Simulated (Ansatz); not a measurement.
CH4BNO, SMILES `OB1CN1`, relaxed with RKS PBE0-D4/def2-TZVP in Ansatz 0.2.0 from a PBE-D4/def2-SVP geometry. The force threshold is 0.005 eV/Å; the program also tests the step.

Charge 0, multiplicity 1.

Start:

```xyz
8

O    -1.959   -0.126   -0.270
B    -0.615   -0.140   -0.063
C     0.829    0.473    0.017
N     0.438   -0.939    0.282
H    -2.268    0.762   -0.522
H     1.442    0.664   -0.890
H     1.169    1.072    0.889
H     0.963   -1.766    0.556
```

```tsv
step	energy (eV)	largest force (eV/Å)	largest move (Å)
1	-5312.1118	0.715	0.000
2	-5312.1452	0.252	0.019
3	-5312.1492	0.045	0.011
4	-5312.1494	0.030	0.003
5	-5312.1495	0.011	0.003
6	-5312.1495	0.003	0.001
7	-5312.1495	0.002	0.001
8	-5312.1495	0.001	0.000
9	-5312.1495	0.002	0.000
10	-5312.1495	0.006	0.002
11 (rejected)	-5312.1480	0.409	0.064
12	-5312.1497	0.065	0.032
13 (rejected)	-5312.1452	0.733	0.063
14	-5312.1497	0.211	0.031
15	-5312.1528	0.329	0.050
16	-5312.1545	0.129	0.018
17 (rejected)	-5312.1519	0.425	0.079
18	-5312.1565	0.068	0.040
19	-5312.1568	0.021	0.019
20	-5312.1569	0.010	0.005
21	-5312.1569	0.003	0.001
```

End:

```xyz
8

O    -1.925   -0.119   -0.235
B    -0.582   -0.150   -0.119
C     0.829    0.467   -0.021
N     0.473   -0.976    0.118
H    -2.259    0.751   -0.462
H     1.459    0.711   -0.875
H     1.120    0.995    0.889
H     0.886   -1.678    0.704
```

Run time 64 s (2 threads of an Arm Neoverse V1 on a shared host); peak host memory 0.25 GiB.
